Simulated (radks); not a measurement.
Initial-state core-level shifts of the praseodymium ion Pr2+ when its valence configuration changes from [Xe] 4f3. Method: scalar-relativistic Kohn-Sham, PBE, spin-polarised, spherical densities, point nucleus; open shells are filled with parallel spins first (spin-orbit coupling, left out, can overturn this in heavy ions); computed with a radial shooting solver on a logarithmic mesh with Libxc functionals. Shifts are changes of the shell-averaged eigenvalues in eV (positive: less bound).

valence               1s       4s       4p      5s
4f2 6p1          -10.110  -11.186  -10.997  -6.959
4f2 5d1           -6.456   -7.513   -7.320  -3.414
4f2.5 6p0.5       -4.825   -5.349   -5.264  -3.414
4f2 6s1           -9.046  -10.125   -9.936  -5.916
4f2 5d0.5 6p0.5   -8.270   -9.339   -9.148  -5.186
4f1.5 5d1 6p0.5  -11.960  -13.581  -13.268  -6.983
4f2.5 5d0.5       -3.079   -3.596   -3.508  -1.676
